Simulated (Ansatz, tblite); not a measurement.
Forces on Li5H4 at its PBE-D4/def2-TZVP geometry. Total charge 0; doublet.

The xTB rows come from tblite. The structure comes from a short search, and lower isomers may exist.

GFN1-xTB (tblite), largest force 0.35 eV/Å:

```xyz
9
positions Å, forces eV/Å
Li   -0.260    1.656    1.206   -0.055   -0.320   -0.100
Li   -0.949   -0.916    1.581    0.101    0.265   -0.186
Li    0.977   -1.773   -0.517   -0.180    0.302   -0.014
Li    1.689    0.838   -0.891   -0.308   -0.163    0.052
Li   -0.620   -0.005   -1.190    0.216   -0.030    0.192
H    -0.738   -1.458   -0.068   -0.078   -0.162    0.126
H     0.082    1.552   -0.506    0.021    0.207    0.072
H     1.039   -0.543   -1.787    0.264   -0.103   -0.211
H    -1.220    0.649    2.171    0.019    0.005    0.069
```

GFN2-xTB (tblite), largest force 0.51 eV/Å:

```
Li 0.037 -0.303 0.048
Li 0.186 0.243 -0.032
Li 0.317 0.118 0.300
Li 0.238 -0.176 0.344
Li -0.055 0.008 -0.052
H -0.367 0.079 0.096
H -0.350 0.143 0.089
H -0.127 -0.038 -0.491
H 0.120 -0.075 -0.302
```

LDA (SPW92)/def2-TZVP (Ansatz), largest force 0.09 eV/Å:

```
Li 0.003 -0.038 -0.034
Li 0.018 0.021 -0.043
Li -0.060 0.059 -0.013
Li -0.082 -0.022 -0.001
Li 0.059 -0.005 0.069
H 0.049 0.038 -0.007
H 0.022 -0.058 0.007
H -0.023 0.016 0.069
H 0.016 -0.011 -0.047
```
